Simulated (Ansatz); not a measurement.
```xyz
5

C     0.0098   -0.4075   -0.0961
O     0.0041   -0.3711    1.0977
O    -0.0024    0.6541   -0.9103
H    -0.0078   -1.3363   -0.6938
H    -0.0063    1.4500   -0.3355
```

Basis set: def2-TZVP (spherical functions). Left uncorrelated: 3 orbitals. Charge 0, multiplicity 1.

Computed with Ansatz (development build ahead of 0.2.0); each method stands on the lowest determinant of its kind that the runs found. Restricted open shells among the atoms or ions are ROHF, correlated in semicanonical orbitals with singles.

Q: Give the atomization energy at this shape (free ground-state atoms in the same class of orbitals less the molecule, no zero-point energy) of singlet CH₂O₂ by RHF-MP2, RHF.

A:

```
 method  atomization energy
RHF-MP2       2092.4 kJ/mol
    RHF       1424.0 kJ/mol
```
